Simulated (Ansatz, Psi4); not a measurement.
Input for Psi4:
```
memory 2 GB

molecule {
2 5
Fe    0.00000000   -0.00000000    0.00000000
O    -0.79869208    1.92121829   -1.09025522
H    -1.60432048    1.99945531   -1.61214037
H    -0.38758544    2.79198585   -1.10691230
O     1.85894760    1.21084107    0.77189568
H     1.92753391    1.70637022    1.59485925
H     2.70860665    1.31341871    0.33021753
O     1.19333566   -0.60035771   -1.93214022
H     1.74944912   -1.37738050   -2.05253820
H     1.22668203   -0.11988749   -2.76614181
O    -1.19333566    0.60035771    1.93214022
H    -1.74944912    1.37738050    2.05253820
H    -1.22668203    0.11988749    2.76614181
O    -1.85894760   -1.21084107   -0.77189568
H    -1.92753391   -1.70637022   -1.59485925
H    -2.70860665   -1.31341871   -0.33021753
O     0.79869208   -1.92121829    1.09025522
H     0.38758544   -2.79198585    1.10691230
H     1.60432048   -1.99945531    1.61214037
}

set {
  basis sto-3g
  reference uks
  scf_type pk
  puream true
  d_convergence 1e-8
  dft_radial_points 99
  dft_spherical_points 590
}

energy('b3lyp5')
print_variables()
```

Convert this to an input for Ansatz (a quantum-chemistry and plane-wave program).

One answer among several that fit: 
Ansatz 0.2 input:
```yaml
crystal:
  periodic: [false, false, false]
  atoms:
    - {symbol: Fe, position_ang: [0.00000000, -0.00000000, 0.00000000]}
    - {symbol: O, position_ang: [-0.79869208, 1.92121829, -1.09025522]}
    - {symbol: H, position_ang: [-1.60432048, 1.99945531, -1.61214037]}
    - {symbol: H, position_ang: [-0.38758544, 2.79198585, -1.10691230]}
    - {symbol: O, position_ang: [1.85894760, 1.21084107, 0.77189568]}
    - {symbol: H, position_ang: [1.92753391, 1.70637022, 1.59485925]}
    - {symbol: H, position_ang: [2.70860665, 1.31341871, 0.33021753]}
    - {symbol: O, position_ang: [1.19333566, -0.60035771, -1.93214022]}
    - {symbol: H, position_ang: [1.74944912, -1.37738050, -2.05253820]}
    - {symbol: H, position_ang: [1.22668203, -0.11988749, -2.76614181]}
    - {symbol: O, position_ang: [-1.19333566, 0.60035771, 1.93214022]}
    - {symbol: H, position_ang: [-1.74944912, 1.37738050, 2.05253820]}
    - {symbol: H, position_ang: [-1.22668203, 0.11988749, 2.76614181]}
    - {symbol: O, position_ang: [-1.85894760, -1.21084107, -0.77189568]}
    - {symbol: H, position_ang: [-1.92753391, -1.70637022, -1.59485925]}
    - {symbol: H, position_ang: [-2.70860665, -1.31341871, -0.33021753]}
    - {symbol: O, position_ang: [0.79869208, -1.92121829, 1.09025522]}
    - {symbol: H, position_ang: [0.38758544, -2.79198585, 1.10691230]}
    - {symbol: H, position_ang: [1.60432048, -1.99945531, 1.61214037]}
basis:
  gaussian:
    orbitals: STO-3G
hamiltonian:
  xc: b3lyp5
total_charge: 2
magnetization: {spin_polarized: true, initial_magnetization: 4}
accuracy: high
```

Both were run: Psi4 gave -1701.474048 Eh and Ansatz -1701.474049 Eh, 0.001 mEh apart.
